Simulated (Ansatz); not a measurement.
BrH5Si2 (`[SiH3][SiH2]Br`). Charge 0, multiplicity 1. Correlated methods include outer-core shells of Br, which these sets cover unevenly. Scalar relativity is left out up to krypton.

```xyz
8

Si   -0.166   -0.250   -1.176
Si    0.316    0.324    1.037
Br   -1.295   -0.501    2.341
H     0.891    0.285   -2.076
H    -1.479    0.331   -1.560
H    -0.219   -1.729   -1.302
H     1.604   -0.253    1.497
H     0.347    1.794    1.239
```

Question: Give the diagnostics of a CCSD(T)/def2-TZVPP run (frozen core, Ansatz). (An estimate is asked.)

Answer: Ansatz gave: T1 = 0.0096, largest single amplitude 0.019, largest double 0.023, (T) share of the correlation energy 3.3 %, 9 CCSD cycles. The RHF solution is stable towards an unrestricted one. T1 lies under the customary mark of 0.02 for closed shells.
